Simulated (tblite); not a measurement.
A geometry optimisation, step by step.

CH8GeSSi.
Bonds: C1–Si2, Si2–S3, S3–Ge4. Hydrogens: H5, H6, H7 on C1; H8, H9 on Si2; H10, H11, H12 on Ge4.

Computed with GFN2-xTB (tblite), gas phase: L-BFGS steps from a force-field or distance-geometry start until the largest atomic force falls under 0.01 eV/Å. 13 of its 109 geometries are shown.

Step 0: E = -357.9125 eV, largest atomic force 1.954 eV/Å
```
atom  x, y, z in Å  |  force x, y, z in eV/Å
C1     -2.111    0.435    0.244   -1.296   1.194   0.844
Si2    -0.878   -0.869   -0.161    0.298  -1.396   0.438
S3      0.848   -0.099   -1.164    0.381   0.073  -0.437
Ge4     2.529    0.350    0.187    0.155   0.249   0.466
H5     -1.944    0.796    1.297   -0.291  -0.121  -1.075
H6     -3.134   -0.002    0.201    0.704   0.393   0.139
H7     -2.106    1.300   -0.441    0.049  -0.366   0.433
H8     -0.518   -1.569    1.097    0.154   0.167  -0.292
H9     -1.504   -1.865   -1.037    0.279   0.102  -0.153
H10     3.852    0.057   -0.552   -0.505  -0.008   0.268
H11     2.539    1.865    0.523   -0.024  -0.480  -0.098
H12     2.427   -0.402    1.545    0.094   0.194  -0.533
```

Step 9: E = -358.1098 eV, largest atomic force 0.248 eV/Å
```
atom  x, y, z in Å  |  force x, y, z in eV/Å
C1     -2.133    0.455    0.274    0.046  -0.007  -0.002
Si2    -0.869   -0.914   -0.126   -0.209   0.028   0.131
S3      0.857   -0.141   -1.193   -0.017   0.013  -0.166
Ge4     2.472    0.367    0.191    0.134   0.044   0.143
H5     -1.991    0.865    1.271    0.057  -0.017   0.009
H6     -3.142    0.050    0.236    0.062   0.008  -0.008
H7     -2.085    1.288   -0.424    0.026  -0.079  -0.035
H8     -0.421   -1.579    1.101    0.049   0.029  -0.079
H9     -1.411   -1.860   -1.104    0.086   0.062   0.057
H10     3.763    0.035   -0.498   -0.037  -0.010  -0.048
H11     2.521    1.837    0.529   -0.099  -0.048  -0.011
H12     2.440   -0.402    1.483   -0.098  -0.023   0.007
```

Step 18: E = -358.1282 eV, largest atomic force 0.151 eV/Å
```
atom  x, y, z in Å  |  force x, y, z in eV/Å
C1     -2.117    0.462    0.285    0.109  -0.066  -0.054
Si2    -0.850   -0.901   -0.111   -0.117   0.005  -0.003
S3      0.854   -0.133   -1.212   -0.048   0.019  -0.142
Ge4     2.447    0.351    0.200    0.029   0.025   0.006
H5     -1.961    0.894    1.270    0.031   0.030  -0.012
H6     -3.128    0.066    0.257    0.047  -0.024   0.020
H7     -2.057    1.262   -0.449   -0.016   0.039   0.019
H8     -0.349   -1.572    1.085    0.026   0.000   0.052
H9     -1.363   -1.847   -1.095   -0.036  -0.029   0.017
H10     3.728    0.028   -0.512   -0.009   0.021   0.067
H11     2.438    1.816    0.538    0.000   0.013   0.029
H12     2.361   -0.427    1.482   -0.016  -0.034   0.001
```

Step 27: E = -358.1486 eV, largest atomic force 0.109 eV/Å
```
atom  x, y, z in Å  |  force x, y, z in eV/Å
C1     -2.049    0.478    0.283    0.051  -0.087  -0.037
Si2    -0.815   -0.908   -0.123   -0.047   0.029  -0.028
S3      0.820   -0.102   -1.300    0.021  -0.049  -0.020
Ge4     2.361    0.341    0.187    0.063   0.032   0.012
H5     -1.849    0.942    1.246   -0.003  -0.008  -0.040
H6     -3.050    0.058    0.310   -0.036   0.082   0.063
H7     -2.030    1.256   -0.477   -0.014  -0.021   0.032
H8     -0.256   -1.533    1.077   -0.019   0.000  -0.028
H9     -1.375   -1.889   -1.048    0.013   0.003   0.037
H10     3.690    0.051   -0.444    0.003   0.017   0.007
H11     2.329    1.788    0.589   -0.007   0.033   0.017
H12     2.224   -0.483    1.438   -0.026  -0.031  -0.014
```

Step 36: E = -358.1550 eV, largest atomic force 0.065 eV/Å
```
atom  x, y, z in Å  |  force x, y, z in eV/Å
C1     -2.037    0.478    0.281    0.052  -0.034  -0.019
Si2    -0.812   -0.913   -0.140   -0.054   0.035  -0.012
S3      0.834   -0.125   -1.324   -0.030  -0.027   0.021
Ge4     2.347    0.351    0.187    0.037  -0.013  -0.014
H5     -1.795    0.952    1.230    0.017   0.018  -0.014
H6     -3.048    0.087    0.357    0.031   0.004   0.009
H7     -2.032    1.249   -0.486   -0.020  -0.008   0.010
H8     -0.242   -1.524    1.061   -0.012  -0.015   0.006
H9     -1.380   -1.916   -1.034    0.010   0.018  -0.013
H10     3.692    0.076   -0.418   -0.026   0.035   0.013
H11     2.296    1.794    0.615   -0.020  -0.023  -0.003
H12     2.177   -0.510    1.409    0.014   0.010   0.018
```

Step 45: E = -358.1698 eV, largest atomic force 0.238 eV/Å
```
atom  x, y, z in Å  |  force x, y, z in eV/Å
C1     -1.966    0.506    0.277    0.006   0.051   0.065
Si2    -0.833   -0.935   -0.186    0.115  -0.188   0.089
S3      0.864   -0.260   -1.358    0.097   0.023   0.053
Ge4     2.297    0.326    0.197   -0.155   0.120   0.097
H5     -1.558    1.055    1.124   -0.009   0.017   0.024
H6     -2.949    0.138    0.565    0.077   0.099  -0.088
H7     -2.071    1.216   -0.540   -0.104  -0.064  -0.007
H8     -0.319   -1.580    1.031   -0.016   0.019  -0.087
H9     -1.405   -1.921   -1.093   -0.077   0.032  -0.015
H10     3.677    0.255   -0.359    0.092  -0.084  -0.075
H11     2.090    1.744    0.661   -0.067   0.018  -0.014
H12     2.173   -0.543    1.420    0.040  -0.042  -0.042
```

Step 54: E = -358.1983 eV, largest atomic force 0.152 eV/Å
```
atom  x, y, z in Å  |  force x, y, z in eV/Å
C1     -1.844    0.540    0.279    0.014  -0.107  -0.024
Si2    -0.832   -0.984   -0.219   -0.055   0.034  -0.009
S3      0.936   -0.427   -1.343    0.001  -0.051   0.010
Ge4     2.228    0.339    0.249   -0.012   0.005  -0.033
H5     -1.303    1.197    0.953    0.079   0.035  -0.002
H6     -2.749    0.227    0.785   -0.107  -0.040   0.079
H7     -2.145    1.115   -0.588    0.022   0.106  -0.107
H8     -0.435   -1.708    0.988    0.076  -0.057   0.003
H9     -1.500   -1.845   -1.187   -0.030   0.016   0.022
H10     3.610    0.430   -0.314    0.020   0.061  -0.023
H11     1.766    1.697    0.702    0.044  -0.010   0.048
H12     2.268   -0.583    1.436   -0.052   0.009   0.035
```

Step 63: E = -358.2090 eV, largest atomic force 0.038 eV/Å
```
atom  x, y, z in Å  |  force x, y, z in eV/Å
C1     -1.788    0.552    0.270    0.008  -0.008   0.015
Si2    -0.837   -1.010   -0.230    0.002  -0.005  -0.005
S3      0.956   -0.511   -1.346   -0.025   0.004   0.010
Ge4     2.180    0.337    0.260    0.016   0.006   0.005
H5     -1.164    1.238    0.839    0.012   0.019   0.001
H6     -2.643    0.292    0.887   -0.016  -0.001   0.004
H7     -2.161    1.086   -0.601    0.031   0.004  -0.005
H8     -0.426   -1.776    0.949   -0.004   0.000  -0.016
H9     -1.563   -1.818   -1.198   -0.014  -0.032  -0.016
H10     3.559    0.549   -0.282   -0.011   0.000  -0.006
H11     1.643    1.655    0.751   -0.002   0.007   0.004
H12     2.247   -0.594    1.440    0.002   0.007   0.009
```

Step 72: E = -358.2102 eV, largest atomic force 0.048 eV/Å
```
atom  x, y, z in Å  |  force x, y, z in eV/Å
C1     -1.783    0.550    0.271   -0.010   0.011   0.006
Si2    -0.848   -1.019   -0.233    0.044   0.000   0.018
S3      0.948   -0.503   -1.339   -0.029  -0.014   0.000
Ge4     2.176    0.341    0.265    0.023   0.014  -0.009
H5     -1.156    1.232    0.843    0.020  -0.013  -0.003
H6     -2.645    0.303    0.883   -0.016  -0.004  -0.005
H7     -2.139    1.087   -0.604    0.005   0.015  -0.002
H8     -0.429   -1.789    0.939   -0.010  -0.008   0.001
H9     -1.575   -1.831   -1.198   -0.002  -0.004  -0.014
H10     3.551    0.551   -0.292   -0.015  -0.001   0.005
H11     1.647    1.662    0.756   -0.006   0.005   0.002
H12     2.253   -0.584    1.449   -0.005   0.000   0.000
```

Step 81: E = -358.2109 eV, largest atomic force 0.027 eV/Å
```
atom  x, y, z in Å  |  force x, y, z in eV/Å
C1     -1.779    0.548    0.272   -0.009   0.018   0.007
Si2    -0.852   -1.026   -0.228    0.027  -0.001   0.001
S3      0.940   -0.501   -1.335   -0.011  -0.017   0.004
Ge4     2.173    0.348    0.263    0.014   0.012  -0.009
H5     -1.146    1.216    0.854   -0.020  -0.014   0.012
H6     -2.655    0.309    0.868    0.018   0.007   0.004
H7     -2.116    1.097   -0.604    0.014   0.000  -0.004
H8     -0.440   -1.805    0.942   -0.003   0.006  -0.002
H9     -1.574   -1.835   -1.199   -0.011  -0.009  -0.015
H10     3.545    0.549   -0.301   -0.007   0.010   0.004
H11     1.650    1.672    0.756   -0.003  -0.002  -0.009
H12     2.256   -0.572    1.450   -0.009  -0.009   0.008
```

Step 90: E = -358.2123 eV, largest atomic force 0.082 eV/Å
```
atom  x, y, z in Å  |  force x, y, z in eV/Å
C1     -1.754    0.548    0.279   -0.014   0.002   0.013
Si2    -0.855   -1.042   -0.226    0.007  -0.013   0.015
S3      0.945   -0.539   -1.324    0.012  -0.010  -0.017
Ge4     2.159    0.360    0.261    0.012  -0.076  -0.029
H5     -1.123    1.181    0.901   -0.012  -0.002  -0.007
H6     -2.656    0.323    0.840    0.006   0.004  -0.008
H7     -2.041    1.125   -0.597    0.009   0.010   0.017
H8     -0.470   -1.835    0.945    0.004   0.012  -0.018
H9     -1.584   -1.829   -1.210   -0.016  -0.007  -0.004
H10     3.523    0.582   -0.314    0.006  -0.006   0.023
H11     1.612    1.679    0.727   -0.027   0.049   0.027
H12     2.246   -0.553    1.456    0.013   0.039  -0.012
```

Step 99: E = -358.2154 eV, largest atomic force 0.024 eV/Å
```
atom  x, y, z in Å  |  force x, y, z in eV/Å
C1     -1.714    0.544    0.301   -0.003   0.003   0.003
Si2    -0.862   -1.066   -0.226   -0.016  -0.016   0.002
S3      0.962   -0.634   -1.313    0.002   0.014   0.001
Ge4     2.133    0.378    0.237    0.012  -0.012  -0.001
H5     -1.130    1.077    1.051   -0.012  -0.010  -0.018
H6     -2.693    0.340    0.725    0.020   0.008  -0.002
H7     -1.849    1.210   -0.548    0.002  -0.003   0.018
H8     -0.505   -1.882    0.937   -0.004   0.000  -0.006
H9     -1.623   -1.815   -1.218    0.010   0.007   0.010
H10     3.498    0.613   -0.332   -0.009   0.000   0.016
H11     1.539    1.700    0.645   -0.001   0.004  -0.016
H12     2.246   -0.465    1.480    0.000   0.005  -0.006
```

Step 108: E = -358.2157 eV, largest atomic force 0.009 eV/Å
```
atom  x, y, z in Å  |  force x, y, z in eV/Å
C1     -1.705    0.543    0.305    0.001  -0.001   0.000
Si2    -0.864   -1.071   -0.226   -0.001  -0.004  -0.002
S3      0.960   -0.638   -1.315    0.001  -0.003  -0.005
Ge4     2.127    0.380    0.234    0.003   0.002   0.002
H5     -1.124    1.060    1.066    0.001   0.003   0.001
H6     -2.692    0.349    0.716    0.003  -0.005   0.002
H7     -1.822    1.220   -0.538   -0.001  -0.001   0.002
H8     -0.507   -1.890    0.934   -0.002  -0.001  -0.001
H9     -1.626   -1.817   -1.218    0.000   0.004  -0.001
H10     3.494    0.618   -0.324   -0.002  -0.005  -0.001
H11     1.525    1.703    0.624    0.004   0.004   0.000
H12     2.235   -0.456    1.481   -0.007   0.006   0.002
```

Q: Summarise the path.

A: The energy falls by 29.25 kJ/mol from step 0 to step 108; nine tenths of that is first reached at step 50. It falls at every step. The largest force goes from 1.954 to 0.009 eV/Å. Among the bonds C1–Si2 changes most, from 1.840 to 1.896 Å; the atoms move by 0.575 Å rms after alignment.

The cost below is that of the whole relaxation. On an Arm Neoverse N1 with one thread, shared host with 64 logical CPUs at a one-minute load of 58, this took 1.0 s.
